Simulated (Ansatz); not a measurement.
```yaml
crystal:
  periodic: [false, false, false]
  atoms:
    - {symbol: Re, position_ang: [0.161139, -1.067757, -0.662861]}
    - {symbol: Re, position_ang: [-1.096575, 0.060120, 0.631952]}
    - {symbol: Re, position_ang: [0.935436, 1.007637, 0.030909]}
basis:
  gaussian: {orbitals: def2-TZVP}
total_charge: -1
hamiltonian: {xc: {name: r2SCAN50}}
scf: {omitted_lower_state_checks: [starts]}
```

```sh
$ ansatz run in.yaml --threads 4 --pin off --events-out ev --progress --plain --max-ram 3916MiB
```

It prints (some lines left out):

```
Functional definition: r2SCAN50
1320 factors; their error is unknown
mean field evaluation 1: about -6375.3611 eV, gradient 3.2e1 eV
mean field evaluation 2: about -6357.2577 eV, gradient 9.9e1 eV
mean field evaluation 4: about -6377.5214 eV, gradient 4.0e0 eV
mean field evaluation 8: about -6377.6017 eV, gradient 1.8e-1 eV
mean field evaluation 16: about -6377.6444 eV, gradient 1.0e-2 eV
mean field evaluation 32: about -6377.6444 eV, gradient 5.2e-5 eV
mean field -6377.64438270 eV, -234.3741081414 hartree, gradient 3.2e-5 eV, S^2 0.000000; 0 other end points of the search recorded, 0 dependent functions left out
reference -6377.64438747 eV, -234.3741083170 hartree; 23, 23 occupied and 97, 97 virtual orbitals, 1320 factors
Total energy: -6377.64438747 eV, -234.3741083170 hartree
Checks for a lower state left out: starts
```

Hardware: 4 threads of Intel Xeon on a shared host. Wall time 23 s.

In the def2 sets Re takes a core potential; there is no spin–orbit coupling. The highest occupied level of an anion often lies above zero with these methods, and sets without diffuse functions describe the outer electron poorly. The restricted singlet is unstable towards broken spin symmetry at other levels; at RKS r2SCAN50/def2-TZVP this wasn't settled.
